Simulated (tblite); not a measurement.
Compound: C7H11O2P.
Structure used (GFN2-xTB), in Å, numbered top down from 1:
```
atom  x, y, z in Å
C1    -2.367    1.061   -0.798
C2    -2.434   -0.263   -0.755
C3    -1.825   -1.141    0.247
C4    -1.261   -0.555    1.584
P5    -0.012   -1.290    0.521
O6     0.643   -2.578    0.766
C7     0.915   -0.089   -0.517
C8     2.000    0.353    0.432
C9     3.212    0.996   -0.169
O10    1.852    0.155    1.611
H11   -2.835    1.618   -1.590
H12   -1.869    1.648   -0.044
H13   -2.966   -0.787   -1.540
H14   -2.342   -2.088    0.372
H15   -1.333    0.513    1.713
H16   -1.521   -1.108    2.477
H17    0.280    0.744   -0.818
H18    1.307   -0.583   -1.408
H19    3.808    1.476    0.602
H20    3.811    0.220   -0.643
H21    2.928    1.717   -0.933
```

All values are computed: GFN2-xTB (tblite) harmonic vibrations without scaling, gas phase. Errors from tens to a few hundred cm⁻¹ against measured bands are possible. One conformer, not necessarily the lowest.

Harmonic wavenumbers (cm⁻¹): 44.5, 65.7, 96.2, 111.3, 121.3, 143.9, 163.9, 237.6, 263.9, 286.5, 327.3, 359.2, 456.5, 524.4, 537.6, 594.9, 673.4, 718.3, 728.4, 766.2, 805.6, 863.0, 869.1, 873.2, 918.6, 953.2, 990.6, 1008.5, 1012.3, 1023.0, 1049.7, 1062.4, 1117.0, 1130.6, 1222.4, 1278.2, 1297.5, 1304.7, 1365.2, 1367.3, 1381.5, 1425.8, 1442.0, 1449.2, 1685.4, 1754.0, 2969.5, 2977.0, 3004.1, 3017.5, 3038.8, 3045.9, 3056.1, 3059.1, 3091.9, 3103.7, 3127.3.

A = 1759, B = 846.8, C = 684.0 MHz; mass 158.050 u (most abundant isotopes); point group C1, symmetry number 1.

What is the zero-point energy?

½Σν̃ = 35681 cm⁻¹ = 102.02 kcal/mol.

What is S at 298.15 K and 1 bar for an ideal gas of classical rigid rotors and harmonic oscillators?

Translation 41.11, rotation 30.13, vibration 37.11: S = 108.4 cal/(mol K).

And Cp and H(298.15 K) − H(0)?

Cp = 44.99 cal/(mol K), of which vibrations give 37.04 (their classical limit is 57 R = 113.3); H(298.15 K) − H(0) = 8.12 kcal/mol without the zero-point energy, 5.75 from vibrations.

Which modes carry the vibrational entropy at 298.15 K?

44.5 cm⁻¹: 5.05; 65.7 cm⁻¹: 4.28; 96.2 cm⁻¹: 3.53; 111.3 cm⁻¹: 3.25; 121.3 cm⁻¹: 3.08; 143.9 cm⁻¹: 2.75 cal/(mol K); the other 51 give 15.18 together.

What must be added to the electronic energy to get the Gibbs energy at 298.15 K and 1 bar?

ZPE + [H(298.15 K) − H(0)] − T·S = 102.02 + 8.12 − 32.31 = 77.83 kcal/mol.

How do the functions run with temperature in this model?

```
 T (K)  S (cal/(mol K))  Cp (cal/(mol K))  H − H(0) (kcal/mol)  G − H(0) (kcal/mol)  ln q(vib)
    50             61.1              15.1                 0.53                -2.52       0.65
   100             73.9              22.3                 1.48                -5.91       2.27
373.15            119.4              53.5                11.82               -32.73      11.39
   500            136.8              65.7                19.41               -48.99      15.39
   750            166.8              82.0                38.04               -87.06      22.87
  1000            191.9              92.5                59.95              -131.99      29.73
```

q(vib) and H(0) count from the zero-point level.

Hindered rotation and anharmonicity are outside this model. Other conformers, if any are populated, would add a mixing term that is left out. The structure is chiral; the term R ln 2 for an equal mix with its mirror image is left out.
